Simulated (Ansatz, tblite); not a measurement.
Cost and result up the ladder for H₂Au₃⁺ (the lowest singlet isomer of a short search) (5 atoms). Total charge 1; singlet. Geometry: PBE-D4/def2-TZVP.

Cartesian coordinates in Å:
```
Au -0.083 0.029 -0.069
Au -0.295 2.546 0.731
Au -0.324 -2.331 -1.250
H 0.900 1.493 0.306
H -0.198 -1.737 0.282
```

Ansatz on 2 threads of Intel Xeon Platinum 8375C on a shared host; xTB runs through tblite on one thread. Times are rough, summed over both states, and most runs start from the orbitals of an earlier one. RPA@PBE/def2-TZVP serves as the yardstick here, not as an exact answer. The other state is a quintet at its own geometry.

In the def2 sets Au takes a core potential; there is no spin–orbit coupling. The xTB rows come from tblite. LC-ωPBE has ω = 0.4 bohr⁻¹. B3LYP takes the VWN-RPA correlation. Correlated methods freeze no core orbitals; core or outer-core shells of Au are correlated, in sets that lack core-valence functions. The structure comes from a short search, and lower isomers may exist.

xTB has no spin-polarisation term.

```tsv
level	functions	quintet − singlet (eV)	difference from RPA@PBE/def2-TZVP (eV)
r2SCAN-D4/def2-TZVP (with forces)	132	5.47	0.25
LDA (SPW92)/def2-TZVP	132	6.09	0.88
RPA@PBE/def2-TZVP	132	5.22	0.00
B3LYP-D4/def2-TZVP	132	5.33	0.11
GFN2-xTB	29	8.87	3.65
CAM-B3LYP-D4/def2-TZVP	132	5.60	0.38
PBE0-D4/def2-TZVP	132	5.59	0.37
PBE-D4/def2-TZVP	132	5.39	0.17
LC-ωPBE/def2-TZVP	132	5.81	0.60
GFN1-xTB	31	4.34	-0.88
BHLYP-D4/def2-TZVP	132	5.54	0.32
```

(1) Estimate how long each takes.

Results:

(1) GFN2-xTB 0.014 s; GFN1-xTB 0.016 s; LDA (SPW92)/def2-TZVP 3.7 s; PBE-D4/def2-TZVP 7.5 s; B3LYP-D4/def2-TZVP 9.6 s; PBE0-D4/def2-TZVP 9.6 s; BHLYP-D4/def2-TZVP 11 s; CAM-B3LYP-D4/def2-TZVP 11 s; r2SCAN-D4/def2-TZVP (with forces) 12 s; RPA@PBE/def2-TZVP 16 s; LC-ωPBE/def2-TZVP 18 s. On shared hardware such times vary by a factor of up to 3.
